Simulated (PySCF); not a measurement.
The vertical singlet excitations below were computed for one of the candidates. Method used: PySCF 2.14.0, density-fitted response routines, TDDFT CAM-B3LYP/def2-SVPD, vertical, gas phase, core orbitals frozen in the response. Geometries: GFN2-xTB, one conformer each.

```csv
state,ν̃ (cm⁻¹),f,"main configurations (H = HOMO, L = LUMO)"
S1,34600,0.0000,"H→L (39%), H-1→L+1 (26%), H-1→L (17%)"
S2,37400,0.0009,"H-1→L (49%), H→L+1 (48%)"
S3,37430,0.0008,"H-1→L+1 (54%), H→L (42%)"
S4,57820,0.070,"H→L+2 (54%), H→L+4 (11%), H-2→L+1 (10%)"
S5,57980,0.014,"H-2→L (41%), H-1→L+2 (26%), H-2→L+1 (11%)"
S6,58420,0.075,"H-2→L (28%), H-2→L+1 (26%), H-1→L+2 (15%)"
S7,58720,0.085,"H-1→L+2 (35%), H-2→L+1 (35%)"
S8,59010,0.809,"H-1→L (26%), H→L+1 (25%), H-1→L+1 (14%)"
```

Task: Which candidate is it? All have the formula C6H11P.
A. `C=PC1CCCC1`
B. `CCC(C)(C)C#P`
C. `CCC1=CP1CC`

Result: B. Its S1, at 4.29 eV, is the lowest among the candidates; the nearest of the others has S1 at 4.60 eV. S1 is HOMO→LUMO (39%), HOMO-1→LUMO+1 (26%), HOMO-1→LUMO (17%). Löwdin shares by element: HOMO carbon 52% or more, phosphorus 41%; LUMO phosphorus 52%, carbon 35% or more. At the same level the other candidates give, for their lowest levels:
- `CCC1=CP1CC`: 5.20 eV (f 0.000); 5.50 eV (f 0.027); 5.83 eV (f 0.006); 6.38 eV (f 0.009); 6.47 eV (f 0.033); T1 4.16 eV; HOMO -7.53, LUMO 1.18 eV
- `C=PC1CCCC1`: 4.60 eV (f 0.007); 5.63 eV (f 0.220); 6.32 eV (f 0.004); 6.85 eV (f 0.015); 7.29 eV (f 0.035); T1 2.92 eV; HOMO -8.52, LUMO -0.25 eV

The values belong to the conformer `[CH3:1][CH2:2][C:3]([CH3:4])([CH3:5])[C:6]#[P:7]`: C1–C2–C3–C4 178°.
Triplets come from the Tamm–Dancoff approximation.
